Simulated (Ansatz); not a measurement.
Ansatz (a first-principles code) input (HF/3-21G): The .json file is the Basis Set Exchange's 3-21G.

Ansatz 0.2 input:
```yaml
crystal:
  periodic: [false, false, false]
  atoms:
    - {symbol: C, position_ang: [-1.62168081, 0.79468851, 1.16392325]}
    - {symbol: C, position_ang: [-1.12073239, 0.05622339, -0.05556449]}
    - {symbol: C, position_ang: [-1.65608370, -1.33591048, -0.29803656]}
    - {symbol: C, position_ang: [0.21251711, 0.44163273, -0.64861801]}
    - {symbol: C, position_ang: [1.39274489, -0.12670683, 0.15188311]}
    - {symbol: O, position_ang: [2.58788207, 0.31821676, -0.52465391]}
    - {symbol: H, position_ang: [-2.70344661, 0.73678975, 1.23349308]}
    - {symbol: H, position_ang: [-1.33888128, 1.84125174, 1.13342792]}
    - {symbol: H, position_ang: [-1.21621498, 0.36757783, 2.08251128]}
    - {symbol: H, position_ang: [-2.73724297, -1.35624654, -0.20269220]}
    - {symbol: H, position_ang: [-1.39589967, -1.68994342, -1.28958336]}
    - {symbol: H, position_ang: [-1.25522232, -2.04817872, 0.42488401]}
    - {symbol: H, position_ang: [0.30188959, 0.07626489, -1.66495251]}
    - {symbol: H, position_ang: [0.32518785, 1.51914475, -0.67488710]}
    - {symbol: H, position_ang: [1.35989880, 0.24132133, 1.17195786]}
    - {symbol: H, position_ang: [1.33646577, -1.20990540, 0.17616505]}
    - {symbol: H, position_ang: [3.37981869, -0.00337424, -0.07461654]}
basis:
  gaussian:
    orbitals: 3-21G.json
hamiltonian:
  xc: {name: HF}
magnetization: {spin_polarized: true, initial_magnetization: 1}
phonons: {temperatures: {t_min: 298.15, t_max: 298.15, t_step: 100}}
```

Output:

```
Functional definition: HF
integrals: 0.03 GiB planned
1022 factors; integrals over basis functions are off by at most 5.1e-4 eV
mean field: 0.39 GiB planned
mean field evaluation 1: about -7317.8563 eV, gradient 2.4e1 eV
mean field evaluation 2: about -7318.2330 eV, gradient 2.4e1 eV
mean field evaluation 4: about -7321.3408 eV, gradient 2.9e0 eV
mean field evaluation 8: about -7321.4169 eV, gradient 1.9e-1 eV
mean field -7321.41768111 eV, -269.0571371456 hartree, gradient 1.4e-5 eV, S^2 0.765497; 0 other end points of the search recorded, 0 dependent functions left out
the calculation of the forces begins
reference -7321.41768111 eV, -269.0571371456 hartree; 25, 24 occupied and 51, 52 virtual orbitals, 1022 factors
these checks for a lower state are left out or cut short: stability, starts, cluster_reference, orbital_swaps, neighbouring_geometries, increment
integrals: 0.03 GiB planned
1022 factors; integrals over basis functions are off by at most 5.1e-4 eV
mean field: 0.39 GiB planned
mean field evaluation 16: about -7321.0127 eV, gradient 5.4e-1 eV
mean field -7321.41749570 eV, -269.0571303318 hartree, gradient 2.1e-6 eV, S^2 0.765473; 0 other end points of the search recorded, 0 dependent functions left out
the calculation of the forces begins
reference -7321.41749570 eV, -269.0571303318 hartree; 25, 24 occupied and 51, 52 virtual orbitals, 1022 factors
these checks for a lower state are left out or cut short: stability, starts, cluster_reference, orbital_swaps, neighbouring_geometries, increment
integrals: 0.03 GiB planned
1022 factors; integrals over basis functions are off by at most 5.1e-4 eV
mean field: 0.39 GiB planned
mean field -7321.41750020 eV, -269.0571304974 hartree, gradient 2.2e-6 eV, S^2 0.765522; 0 other end points of the search recorded, 0 dependent functions left out
the calculation of the forces begins
reference -7321.41750020 eV, -269.0571304974 hartree; 25, 24 occupied and 51, 52 virtual orbitals, 1022 factors
these checks for a lower state are left out or cut short: stability, starts, cluster_reference, orbital_swaps, neighbouring_geometries, increment
integrals: 0.03 GiB planned
1022 factors; integrals over basis functions are off by at most 5.1e-4 eV
mean field: 0.39 GiB planned
mean field evaluation 32: about -7321.4175 eV, gradient 1.7e-6 eV
mean field -7321.41749754 eV, -269.0571303998 hartree, gradient 2.5e-6 eV, S^2 0.765528; 0 other end points of the search recorded, 0 dependent functions left out
the calculation of the forces begins
reference -7321.41749754 eV, -269.0571303998 hartree; 25, 24 occupied and 51, 52 virtual orbitals, 1022 factors
these checks for a lower state are left out or cut short: stability, starts, cluster_reference, orbital_swaps, neighbouring_geometries, increment
integrals: 0.03 GiB planned
1022 factors; integrals over basis functions are off by at most 5.1e-4 eV
mean field: 0.39 GiB planned
mean field -7321.41749966 eV, -269.0571304774 hartree, gradient 2.5e-6 eV, S^2 0.765466; 0 other end points of the search recorded, 0 dependent functions left out
the calculation of the forces begins
reference -7321.41749966 eV, -269.0571304774 hartree; 25, 24 occupied and 51, 52 virtual orbitals, 1022 factors
these checks for a lower state are left out or cut short: stability, starts, cluster_reference, orbital_swaps, neighbouring_geometries, increment
integrals: 0.03 GiB planned
1022 factors; integrals over basis functions are off by at most 5.1e-4 eV
mean field: 0.39 GiB planned
mean field -7321.41753267 eV, -269.0571316905 hartree, gradient 4.3e-6 eV, S^2 0.765489; 0 other end points of the search recorded, 0 dependent functions left out
the calculation of the forces begins
reference -7321.41753267 eV, -269.0571316905 hartree; 25, 24 occupied and 51, 52 virtual orbitals, 1022 factors
these checks for a lower state are left out or cut short: stability, starts, cluster_reference, orbital_swaps, neighbouring_geometries, increment
integrals: 0.03 GiB planned
1022 factors; integrals over basis functions are off by at most 5.1e-4 eV
mean field: 0.39 GiB planned
mean field -7321.41752551 eV, -269.0571314274 hartree, gradient 4.7e-6 eV, S^2 0.765507; 0 other end points of the search recorded, 0 dependent functions left out
the calculation of the forces begins
reference -7321.41752551 eV, -269.0571314274 hartree; 25, 24 occupied and 51, 52 virtual orbitals, 1022 factors
these checks for a lower state are left out or cut short: stability, starts, cluster_reference, orbital_swaps, neighbouring_geometries, increment
integrals: 0.03 GiB planned
1022 factors; integrals over basis functions are off by at most 5.1e-4 eV
mean field: 0.39 GiB planned
mean field -7321.41759231 eV, -269.0571338823 hartree, gradient 3.8e-6 eV, S^2 0.765463; 0 other end points of the search recorded, 0 dependent functions left out
[...]
reference -7321.41757851 eV, -269.0571333753 hartree; 25, 24 occupied and 51, 52 virtual orbitals, 1022 factors
these checks for a lower state are left out or cut short: stability, starts, cluster_reference, orbital_swaps, neighbouring_geometries, increment
integrals: 0.03 GiB planned
1022 factors; integrals over basis functions are off by at most 5.1e-4 eV
mean field: 0.39 GiB planned
mean field -7321.41758083 eV, -269.0571334603 hartree, gradient 3.1e-6 eV, S^2 0.765499; 0 other end points of the search recorded, 0 dependent functions left out
the calculation of the forces begins
reference -7321.41758083 eV, -269.0571334603 hartree; 25, 24 occupied and 51, 52 virtual orbitals, 1022 factors
these checks for a lower state are left out or cut short: stability, starts, cluster_reference, orbital_swaps, neighbouring_geometries, increment
integrals: 0.03 GiB planned
1022 factors; integrals over basis functions are off by at most 5.1e-4 eV
mean field: 0.39 GiB planned
mean field -7321.41765968 eV, -269.0571363582 hartree, gradient 2.0e-6 eV, S^2 0.765497; 0 other end points of the search recorded, 0 dependent functions left out
the calculation of the forces begins
reference -7321.41765968 eV, -269.0571363582 hartree; 25, 24 occupied and 51, 52 virtual orbitals, 1022 factors
these checks for a lower state are left out or cut short: stability, starts, cluster_reference, orbital_swaps, neighbouring_geometries, increment
integrals: 0.03 GiB planned
1022 factors; integrals over basis functions are off by at most 5.1e-4 eV
mean field: 0.39 GiB planned
mean field -7321.41765835 eV, -269.0571363092 hartree, gradient 2.0e-6 eV, S^2 0.765497; 0 other end points of the search recorded, 0 dependent functions left out
the calculation of the forces begins
reference -7321.41765835 eV, -269.0571363092 hartree; 25, 24 occupied and 51, 52 virtual orbitals, 1022 factors
these checks for a lower state are left out or cut short: stability, starts, cluster_reference, orbital_swaps, neighbouring_geometries, increment
integrals: 0.03 GiB planned
1022 factors; integrals over basis functions are off by at most 5.1e-4 eV
mean field: 0.39 GiB planned
mean field -7321.41765003 eV, -269.0571360036 hartree, gradient 1.5e-6 eV, S^2 0.765497; 0 other end points of the search recorded, 0 dependent functions left out
the calculation of the forces begins
reference -7321.41765003 eV, -269.0571360036 hartree; 25, 24 occupied and 51, 52 virtual orbitals, 1022 factors
these checks for a lower state are left out or cut short: stability, starts, cluster_reference, orbital_swaps, neighbouring_geometries, increment
integrals: 0.03 GiB planned
1022 factors; integrals over basis functions are off by at most 5.1e-4 eV
mean field: 0.39 GiB planned
mean field evaluation 320: about -7321.4176 eV, gradient 1.0e-5 eV
mean field -7321.41764887 eV, -269.0571359608 hartree, gradient 1.5e-6 eV, S^2 0.765497; 0 other end points of the search recorded, 0 dependent functions left out
the calculation of the forces begins
reference -7321.41764887 eV, -269.0571359608 hartree; 25, 24 occupied and 51, 52 virtual orbitals, 1022 factors
these checks for a lower state are left out or cut short: stability, starts, cluster_reference, orbital_swaps, neighbouring_geometries, increment
integrals: 0.03 GiB planned
1022 factors; integrals over basis functions are off by at most 5.1e-4 eV
mean field: 0.39 GiB planned
mean field -7321.41758293 eV, -269.0571335377 hartree, gradient 1.8e-6 eV, S^2 0.765497; 0 other end points of the search recorded, 0 dependent functions left out
the calculation of the forces begins
reference -7321.41758293 eV, -269.0571335377 hartree; 25, 24 occupied and 51, 52 virtual orbitals, 1022 factors
these checks for a lower state are left out or cut short: stability, starts, cluster_reference, orbital_swaps, neighbouring_geometries, increment
integrals: 0.03 GiB planned
1022 factors; integrals over basis functions are off by at most 5.1e-4 eV
mean field: 0.39 GiB planned
mean field -7321.41758147 eV, -269.0571334839 hartree, gradient 1.9e-6 eV, S^2 0.765497; 0 other end points of the search recorded, 0 dependent functions left out
the calculation of the forces begins
reference -7321.41758147 eV, -269.0571334839 hartree; 25, 24 occupied and 51, 52 virtual orbitals, 1022 factors
these checks for a lower state are left out or cut short: stability, starts, cluster_reference, orbital_swaps, neighbouring_geometries, increment
integrals: 0.03 GiB planned
1022 factors; integrals over basis functions are off by at most 5.1e-4 eV
mean field: 0.39 GiB planned
mean field -7321.41762128 eV, -269.0571349468 hartree, gradient 2.3e-6 eV, S^2 0.765497; 0 other end points of the search recorded, 0 dependent functions left out
the calculation of the forces begins
reference -7321.41762128 eV, -269.0571349468 hartree; 25, 24 occupied and 51, 52 virtual orbitals, 1022 factors
these checks for a lower state are left out or cut short: stability, starts, cluster_reference, orbital_swaps, neighbouring_geometries, increment
integrals: 0.03 GiB planned
1022 factors; integrals over basis functions are off by at most 5.1e-4 eV
mean field: 0.39 GiB planned
mean field -7321.41761651 eV, -269.0571347716 hartree, gradient 2.2e-6 eV, S^2 0.765497; 0 other end points of the search recorded, 0 dependent functions left out
the calculation of the forces begins
reference -7321.41761651 eV, -269.0571347716 hartree; 25, 24 occupied and 51, 52 virtual orbitals, 1022 factors
these checks for a lower state are left out or cut short: stability, starts, cluster_reference, orbital_swaps, neighbouring_geometries, increment
integrals: 0.03 GiB planned
1022 factors; integrals over basis functions are off by at most 5.1e-4 eV
mean field: 0.39 GiB planned
mean field evaluation 352: about -7321.4176 eV, gradient 3.1e-5 eV
mean field -7321.41762194 eV, -269.0571349714 hartree, gradient 3.5e-6 eV, S^2 0.765497; 0 other end points of the search recorded, 0 dependent functions left out
the calculation of the forces begins
reference -7321.41762194 eV, -269.0571349714 hartree; 25, 24 occupied and 51, 52 virtual orbitals, 1022 factors
these checks for a lower state are left out or cut short: stability, starts, cluster_reference, orbital_swaps, neighbouring_geometries, increment
integrals: 0.03 GiB planned
1022 factors; integrals over basis functions are off by at most 5.1e-4 eV
mean field: 0.39 GiB planned
mean field -7321.41762015 eV, -269.0571349053 hartree, gradient 3.6e-6 eV, S^2 0.765497; 0 other end points of the search recorded, 0 dependent functions left out
the calculation of the forces begins
reference -7321.41762015 eV, -269.0571349053 hartree; 25, 24 occupied and 51, 52 virtual orbitals, 1022 factors
Total energy: -7321.41768111 eV, -269.0571371456 hartree
Atom 0 at    -1.621681     0.794689     1.163923 Å, force    -0.001169    -0.000205     0.001504 eV/Å
Atom 1 at    -1.120732     0.056223    -0.055564 Å, force     0.001739    -0.000354     0.000475 eV/Å
Atom 2 at    -1.656084    -1.335910    -0.298037 Å, force    -0.001187    -0.001303     0.000750 eV/Å
Atom 3 at     0.212517     0.441633    -0.648618 Å, force    -0.001446     0.001356    -0.001941 eV/Å
Atom 4 at     1.392745    -0.126707     0.151883 Å, force     0.001055    -0.001370     0.001971 eV/Å
Atom 5 at     2.587882     0.318217    -0.524654 Å, force    -0.001988    -0.000600     0.000921 eV/Å
Atom 6 at    -2.703447     0.736790     1.233493 Å, force     0.001381     0.000294     0.000102 eV/Å
Atom 7 at    -1.338881     1.841252     1.133428 Å, force     0.000050    -0.001260    -0.000582 eV/Å
Atom 8 at    -1.216215     0.367578     2.082511 Å, force    -0.000567     0.001035    -0.001391 eV/Å
Atom 9 at    -2.737243    -1.356247    -0.202692 Å, force     0.001372    -0.000232    -0.000259 eV/Å
Atom 10 at    -1.395900    -1.689943    -1.289583 Å, force     0.000086     0.000995     0.000965 eV/Å
Atom 11 at    -1.255222    -2.048179     0.424884 Å, force    -0.000569     0.000938    -0.001457 eV/Å
Atom 12 at     0.301890     0.076265    -1.664953 Å, force     0.000110    -0.000223    -0.000286 eV/Å
Atom 13 at     0.325188     1.519145    -0.674887 Å, force     0.000119     0.000345     0.000103 eV/Å
Atom 14 at     1.359899     0.241321     1.171958 Å, force     0.000265     0.000242     0.000114 eV/Å
Atom 15 at     1.336466    -1.209905     0.176165 Å, force     0.000258    -0.000199    -0.000189 eV/Å
Atom 16 at     3.379819    -0.003374    -0.074617 Å, force     0.000489     0.000542    -0.000801 eV/Å
Dipole moment:     0.010836    -0.248629     0.362087 e Å
Vibrations: 73.77 106.49 129.57 141.97 168.63 290.85 331.09 362.58 409.46 512.06 784.77 882.54 1013.96 1045.31 1073.35 1081.34 1112.44 1114.19 1173.18 1296.80 1319.59 1380.23 1397.66 1453.52 1463.00 1563.92 1576.15 1580.92 1648.22 1649.94 1654.40 1664.96 1669.67 1704.68 3132.57 3136.87 3184.16 3206.96 3210.83 3212.12 3220.33 3245.25 3249.46 3266.10 3866.91 cm⁻¹, zero-point energy 4.386730 eV
```

The blocks after the first are displaced geometries, from whose forces the wavenumbers follow.
